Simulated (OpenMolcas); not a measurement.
Mn5+: CASPT2 settings compared

```
Program             : OpenMolcas 26.06
Basis               : ANO-RCC-VDZ [5s4p2d]
Scalar Hamiltonian  : DKH2, point nucleus
Active space        : 2 electrons in 5 orbitals (3d)
State averaging     : 2S+1 = 3 even, 10 roots; 2S+1 = 1 even, 15 roots kept (CI in the orbitals of an earlier block)
Spin-orbit coupling : state interaction with AMFI integrals over the reference wave functions, term energies averaged over their components
```

Methods on the same reference wave functions:
A. CASSCF
B. SS-CASPT2, IPEA 0.2 Eh, imaginary shift 0.15 Eh (closed shells correlated: 3s 3p)
C. SS-CASPT2, IPEA 0.15 Eh, no level shift (closed shells correlated: 2s 2p 3s 3p)
D. XMS-CASPT2, IPEA 0.5 Eh, imaginary shift 0.5 Eh (closed shells correlated: 3s 3p)

Energies in eV above 3d2 3F2, the measured ground level; measured values from Corliss and Sugar, J. Phys. Chem. Ref. Data 6, 1253 (1977).

```csv
Level,A,B,C,D,Measured
3d2 3F2,0.0000,0.0000,0.0000,0.0000,0.0000
3d2 3F3,0.0887,0.0894,0.0894,0.0893,0.0925
3d2 3F4,0.2015,0.2022,0.2022,0.2021,0.2069
3d2 1D2,2.2871,1.890,1.872,1.937,1.9014
3d2 3P0,2.6588,2.258,2.236,2.288,2.2047
3d2 3P1,2.6905,2.290,2.268,2.320,2.2388
3d2 3P2,2.7621,2.362,2.340,2.393,2.3096
3d2 1G4,3.5136,3.452,3.452,3.461,3.1630
3d2 1S0,8.5356,7.249,7.191,7.305,
```

Deviations, from unrounded energies. A percentage is the sum of absolute deviations over the sum of measured energies, with the sign that they share, or ± where signs differ.

| Against measurement | Levels | A | B | C | D |
| --- | --- | --- | --- | --- | --- |
| mean absolute deviation (cm-1) | 7 | 2400 | 540 | 480 | 680 |
| fine structure of the ground term (%) | 2 | -3.1 | -2.6 | -2.6 | -2.7 |
| other terms of the ground configuration (%) | 5 | +17.7 | ±3.9 | ±3.5 | +4.9 |

C lies closest to measurement on these levels and A furthest from it. The largest miss of C in the table is 3d2 1G4, by +2300 cm-1. The ranking rests on the paired levels alone, and a cruder setting can come out closer through cancelling errors.

Among B to D the level of the table that moves most is 3d2 1S0, by 920 cm-1 (lowest in C, highest in D). Moves below CASPT2's spread within the term are not significant.

The mean deviations of B to D differ by less than CASPT2's widest spread within a term (670 cm-1), so their order carries little weight.

From A to B the spin-free energies of the other terms of 3d2 shown, above 3F, scale by factors of 0.82 to 0.98.

The lowest spin-free term lies below A's lowest term by 0.127 hartree in B, 0.141 hartree in C, 0.127 hartree in D.

Term energies are means over components that CASPT2 splits; among the terms shown or strongly mixed into the levels shown the widest spread is 670 cm-1 (3d2 1G, D). Terms from blocks run as CI alone lack orbitals of their own. The basis is small and was not contracted for so high a charge. Without dynamic correlation excited terms often stand tens of per cent too high (terms of higher spin than the ground term too low), and those without a measured partner can miss by more than the paired ones (holds for A). Computed and measured levels are paired by configuration, term and J; levels that our copy of the source lacks, or whose pairing is in doubt (as where it misses far off the trend of its configuration), stay unpaired and out of the deviations. Levels of configurations outside the active space are missing.
